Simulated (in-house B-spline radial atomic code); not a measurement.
Configurations of Zr V (Zr4+), with energies counted from [Ar] 3d10 4s2 4p6. Method: Dirac-Hartree-Fock, average of configuration, Fermi nucleus of rms radius 4.2694 fm. Calculated with an all-electron radial atomic-structure program (B-spline basis). Energies include first-order Breit, QED and recoil terms.

Occupations are held fixed; configurations that lie above the ionisation limit could autoionise.

```
                configuration  E - E(ref) (eV)  highest orbital  its <r> (bohr)
        [Ar] 3d10 4s2 4p5 5g1           66.218            5g7/2           5.474
        [Ar] 3d10 4s2 4p5 6f1           69.801            6f5/2           8.844
        [Ar] 3d10 4s2 4p5 6g1           70.376            6g7/2           8.756
        [Ar] 3d10 4s1 4p6 4f1           85.423            4f5/2           3.118
         [Ar] 3d9 4s2 4p6 7p1           223.54            7p3/2           8.174
         [Ar] 3d9 4s2 4p6 6g1           226.39            6g7/2           8.755
[Ne] 3s2 3p5 3d10 4s2 4p6 5d1           370.02            5d5/2           3.826
[Ne] 3s2 3p5 3d10 4s2 4p6 5f1           379.07            5f5/2           5.592
[Ne] 3s2 3p5 3d10 4s2 4p6 7s1              380            7s1/2           7.477
[Ne] 3s2 3p5 3d10 4s2 4p6 6g1           384.27            6g7/2           8.755
[Ne] 3s2 3p5 3d10 4s2 4p6 8g1           388.41            8g7/2           17.13
```

Question: Order these further configurations by energy, lowest first.
A. [Ar] 3d9 4s2 4p6 7f1
B. [Ar] 3d10 4s1 4p6 7p1
C. [Ar] 3d10 4s1 4p6 5p1
D. [Ar] 3d10 4s2 4p5 7s1
E. [Ar] 3d9 4s2 4p6 7g1

Answer: D (66.236 eV), C (75.457 eV), B (95.914 eV), A (228.47 eV), E (228.9 eV).

Question: How far above the reference does [Ne] 3s2 3p5 3d10 4s2 4p6 5s1 lie?

Answer: 354.07 eV; its least bound orbital is 5s1/2 with <r> = 2.657 bohr.

Question: How far above the reference does [Ar] 3d10 4s2 4p5 7f1 lie?

Answer: 72.511 eV; its least bound orbital is 7f5/2 with <r> = 12.61 bohr.

Question: How far above the reference does [Ne] 3s2 3p5 3d10 4s2 4p6 8f1 lie?

Answer: 388.11 eV; its least bound orbital is 8f5/2 with <r> = 16.84 bohr.

Question: One of these lies 222.2 eV from the reference. Which?
A. [Ar] 3d10 4s1 4p6 5f1
B. [Ar] 3d10 4s1 4p6 8f1
C. [Ar] 3d10 4s2 4p5 8f1
D. [Ar] 3d9 4s2 4p6 5g1

Answer: D.
